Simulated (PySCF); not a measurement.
diboron tetrachloride (B₂Cl₄), singlet, at a GFN2-xTB geometry.

PySCF was given this input:
```python
from pyscf import gto, scf, dft

mol = gto.Mole()
mol.atom = '''
    Cl   -1.72231116   -1.20807352    0.89204460
    B    -0.84531679   -0.07852237   -0.06467927
    Cl   -1.75980786    0.88461581   -1.15847834
    B     0.84531679    0.07852237    0.06467927
    Cl    1.91510219   -0.85476349   -0.90736095
    Cl    1.56701683    1.17822120    1.17379469
'''
mol.basis = '6-31+g*'
mol.verbose = 4
mol.build()

mf = dft.RKS(mol)
mf.xc = 'tpss'
mf = mf.density_fit(auxbasis='def2-universal-jkfit')
mf.kernel()
mf.analyze()
```

Problem. Predict the total energy from DF-TPSS/6-31+G* run with PySCF.

Solution. -1890.6692 Eh

Problem. Predict the dipole moment from DF-TPSS/6-31+G*.

Solution. 0.00 D

Problem. Estimate the number of basis functions that DF-TPSS/6-31+G* returns for this input.

Solution. 124
